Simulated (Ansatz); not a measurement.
Abridged output of a molecular run in Ansatz:

```
Functional definition: HF
  name "HF"
  cite "Fock, Z. Phys. 61, 126 (1930) doi:10.1007/BF01340294"
  parent pbe
  exchange = exact_x
  correlation = 0
1656 factors; integrals over basis functions are off by at most 1.6e-3 eV
mean field evaluation 1: about -63220.5598 eV, gradient 2.2e1 eV
mean field evaluation 2: about -63220.8425 eV, gradient 2.3e1 eV
mean field evaluation 4: about -63222.6930 eV, gradient 2.5e0 eV
mean field evaluation 8: about -63222.7309 eV, gradient 1.5e-1 eV
mean field -63222.73104967 eV, -2323.3925121692 hartree, gradient 2.9e-6 eV, S^2 0.000000; 0 other end points of the search recorded, 0 dependent functions left out
30 core orbitals not correlated: weight in the atoms' cores, before any rotation towards them, 1.000 or more for the frozen orbitals, at most 0.000 for the correlated occupied ones
reference -63222.73104967 eV, -2323.3925121692 hartree; 18, 18 occupied and 232, 232 virtual orbitals, 1656 factors
second order -24.93361523 eV of doubles, -0.00000000 eV of singles
cycle   1  -26.35604926 eV  change    -1.4e0 eV  update   9.2e-2
cycle   2  -26.92484430 eV  change   -5.7e-1 eV  update   2.6e-2
cycle   3  -26.99923837 eV  change   -7.4e-2 eV  update   1.1e-2
cycle   4  -26.98836748 eV  change    1.1e-2 eV  update   2.5e-3
cycle   5  -26.98763036 eV  change    7.4e-4 eV  update   8.3e-4
cycle   6  -26.98757039 eV  change    6.0e-5 eV  update   2.4e-4
cycle   7  -26.98748813 eV  change    8.2e-5 eV  update   7.9e-5
cycle   8  -26.98750601 eV  change   -1.8e-5 eV  update   2.4e-5
perturbative correction -1.13261119 eV, -0.0416226934 hartree
Total energy: -63250.85116687 eV, -2324.4259074156 hartree
```

Its atoms:

```xyz
8

Cl   -0.9986    0.3768    2.8721
Al   -1.0328   -0.6412    1.0491
Cl    1.1140   -1.1157    0.4340
Al    0.9540    0.4658   -1.2048
Cl    2.1174    2.1131   -0.6630
Cl   -1.2180    0.8844   -0.6392
H    -1.9541   -1.8697    0.7618
H     1.0181   -0.2135   -2.6101
```

**Question.** Which basis set was used?
A. def2-QZVPP
B. cc-pV(D+d)Z
C. def2-SVPD
D. def2-TZVPP

**Answer.** D. It gives 280 functions.

**Question.** Write the keys of the input that set method, charge and spin (a neutral closed shell needs none for the last two).

**Answer.** 
```yaml
correlation: {method: ccsd_t}
```
